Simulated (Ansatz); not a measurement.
Reaction (substitution at a C–C bond): `CC(C)[Si]Cl` + `Cl[SiH2][NH][GeH2][Cl]` → `C[N]([SiH2]Cl)[GeH2][Cl]` + `CC[Si]Cl`

Program: Ansatz. Geometries: PBE0-D4/def2-TZVP. ΔE: electronic, gas phase. CCSD(T)/CBS adds triple-zeta CCSD(T) − MP2 to the extrapolated MP2 energy (def2 sets, frozen cores). Functionals use def2-TZVPP. B3LYP here is the variant with VWN-RPA as its local correlation; programs differ in this. For Ge outer-core shells are correlated without core-valence functions, which leaves a few kJ/mol of doubt a bond. Scalar relativity is left out up to krypton. Each species was taken in one conformer, which may not be the lowest.

| level | ΔE (kcal/mol) | difference from CCSD(T)/CBS |
| --- | --- | --- |
| PBE-D4 | 7.7 | -0.9 |
| PBE0-D4 | 8.2 | -0.4 |
| B3LYP-D4 | 7.5 | -1.1 |
| ωB97X-V | 8.0 | -0.6 |
| ωB97M-V | 8.4 | -0.2 |
| PBE | 7.9 | -0.7 |
| r2SCAN | 8.4 | -0.2 |
| PBE0 | 8.4 | -0.2 |
| B3LYP | 7.9 | -0.7 |
| MP2/def2-TZVPP | 8.9 | 0.3 |
| SCS-MP2/def2-TZVPP | 8.5 | -0.1 |
| CCSD/def2-TZVPP | 8.5 | -0.1 |
| CCSD(T)/def2-TZVPP | 8.4 | -0.2 |
| HF/def2-QZVPP | 8.5 | -0.1 |
| HF/CBS(def2) | 8.5 | -0.1 |
| CCSD/CBS(def2) | 8.6 | 0.0 |
| CCSD(T)/CBS | 8.6 | 0 |

Largest T1 diagnostic among the species: 0.012.
